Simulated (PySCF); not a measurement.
## Deuteron quadrupole couplings in `CC(C)(C)C[P@H](=S)CO`

Compound: C6H15OPS.
Cartesian coordinates in Å at the GFN2-xTB level; atoms count from 1:
```xyz
24
C6H15OPS angstrom
C     -2.1541   -0.8126   -1.3768
C     -1.2186   -0.0698   -0.4180
C     -1.5517   -0.4676    1.0197
C     -1.3882    1.4368   -0.5999
C      0.2274   -0.4731   -0.7453
P      1.5400    0.5925   -0.0086
S      2.2244    2.0422   -1.0935
C      2.8987   -0.5894    0.4702
O      3.9563    0.1332    1.0189
H     -1.9724   -0.5085   -2.4050
H     -2.0073   -1.8882   -1.3047
H     -3.1908   -0.5925   -1.1344
H     -2.5653   -0.1630    1.2689
H     -1.4775   -1.5458    1.1466
H     -0.8736    0.0099    1.7241
H     -1.1247    1.7323   -1.6134
H     -2.4175    1.7320   -0.4091
H     -0.7434    1.9840    0.0893
H      0.4123   -1.5081   -0.4425
H      0.4003   -0.4015   -1.8257
H      1.0838    0.9598    1.2588
H      2.5496   -1.2903    1.2334
H      3.2055   -1.1547   -0.4274
H      4.1753    0.8622    0.4155
```

Level: PBE0/pcSseg-1 (PySCF, non-relativistic); Q(2H) = 0.00286 b; rigid geometry, the same for H and D, with no vibrational averaging.

Question: Rank these positions by the coupling χzz of a deuteron there, largest first.
A. H11 (methyl hydrogen)
B. H23 (methylene hydrogen)
C. H24 (hydroxyl hydrogen)
D. H18 (methyl hydrogen)
E. H22 (methylene hydrogen)
F. H21 (P–H hydrogen)

Answer: C (284 kHz), A (211 kHz), D (206 kHz), E (199 kHz), B (186 kHz), F (127 kHz).

Q: Tabulate Vzz, the asymmetry η and χzz = 234.96 MHz × Q × Vzz for every hydrogen position.

A: 
```json
{"atom": "H10", "bonded to": "C1", "bond length (Å)": "1.088", "Vzz (au)": "0.3143", "η": "0.02", "χzz (kHz)": "211"}
{"atom": "H11", "bonded to": "C1", "bond length (Å)": "1.088", "Vzz (au)": "0.3146", "η": "0.02", "χzz (kHz)": "211"}
{"atom": "H12", "bonded to": "C1", "bond length (Å)": "1.087", "Vzz (au)": "0.3156", "η": "0.02", "χzz (kHz)": "212"}
{"atom": "H13", "bonded to": "C3", "bond length (Å)": "1.087", "Vzz (au)": "0.3154", "η": "0.02", "χzz (kHz)": "212"}
{"atom": "H14", "bonded to": "C3", "bond length (Å)": "1.088", "Vzz (au)": "0.3142", "η": "0.02", "χzz (kHz)": "211"}
{"atom": "H15", "bonded to": "C3", "bond length (Å)": "1.088", "Vzz (au)": "0.3142", "η": "0.03", "χzz (kHz)": "211"}
{"atom": "H16", "bonded to": "C4", "bond length (Å)": "1.088", "Vzz (au)": "0.3113", "η": "0.03", "χzz (kHz)": "209"}
{"atom": "H17", "bonded to": "C4", "bond length (Å)": "1.088", "Vzz (au)": "0.3156", "η": "0.02", "χzz (kHz)": "212"}
{"atom": "H18", "bonded to": "C4", "bond length (Å)": "1.091", "Vzz (au)": "0.3058", "η": "0.06", "χzz (kHz)": "206"}
{"atom": "H19", "bonded to": "C5", "bond length (Å)": "1.094", "Vzz (au)": "0.3015", "η": "0.03", "χzz (kHz)": "203"}
{"atom": "H20", "bonded to": "C5", "bond length (Å)": "1.096", "Vzz (au)": "0.2925", "η": "0.03", "χzz (kHz)": "197"}
{"atom": "H21", "bonded to": "P6", "bond length (Å)": "1.396", "Vzz (au)": "0.1888", "η": "0.01", "χzz (kHz)": "127"}
{"atom": "H22", "bonded to": "C8", "bond length (Å)": "1.094", "Vzz (au)": "0.2959", "η": "0.06", "χzz (kHz)": "199"}
{"atom": "H23", "bonded to": "C8", "bond length (Å)": "1.104", "Vzz (au)": "0.2761", "η": "0.06", "χzz (kHz)": "186"}
{"atom": "H24", "bonded to": "O9", "bond length (Å)": "0.971", "Vzz (au)": "0.4233", "η": "0.16", "χzz (kHz)": "284"}
```

Q: Average by the element that carries the hydrogen.

A: on C: 206 kHz over 13 positions, mean bond length 1.091 Å; on P: 127 kHz over 1 position, mean bond length 1.396 Å; on O: 284 kHz over 1 position, mean bond length 0.971 Å.

Q: How does χzz go with the bond length over the 13 C–H bonds?

A: A straight-line fit has a slope of -16.0 kHz for each 0.01 Å, with a correlation coefficient of -0.99, over lengths from 1.087 to 1.104 Å. The longer bonds have the smaller couplings here.

Geometry: GFN2-xTB, one conformer, isolated molecule. GFN2-xTB bond lengths can be off by several hundredths of an ångström, more for odd bonds, and the gradients follow them. A larger basis could move these couplings by a tenth or more.

These values come from a run that also computed NMR shieldings. The run took 63 s of wall time on an Arm Neoverse V1 with one thread, shared host.
